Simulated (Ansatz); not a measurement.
Frontier orbitals of C4H9Cl2In, SMILES `C[C](C)(C)[In]([Cl])[Cl]`.

Total charge 0; spin multiplicity 1. Correlated methods include outer-core shells of In, which these sets cover unevenly. In takes the def2 core potential. The geometry is a stationary point of PBE0-D4/def2-TZVP. Basis def2-TZVPP, Ansatz 0.2.0.

```
             functional  HOMO (eV)  LUMO (eV)  gap (eV)
                    PBE      -6.55      -2.51      4.04
                   BLYP      -6.42      -2.45      3.97
                 B97M-V      -6.80      -2.40      4.40
                   PBE0      -7.62      -1.66      5.96
                  B3LYP      -7.44      -1.95      5.49
HSE06 (plane-wave form)      -7.23      -2.03      5.20
                ωB97M-V      -9.66       0.08      9.74
```

A quarter of exact exchange (PBE0) shifts PBE's HOMO by −1.07 eV and its LUMO by +0.85 eV; full exchange at long range (ωB97M-V) shifts them by −3.11 and +2.59 eV. The gap opens from 4.04 to 9.74 eV, since occupied levels lose self-interaction and empty ones feel all the electrons. A positive LUMO is unbound and depends on the basis.

B3LYP here is the variant with VWN-RPA as its local correlation; programs differ in this.
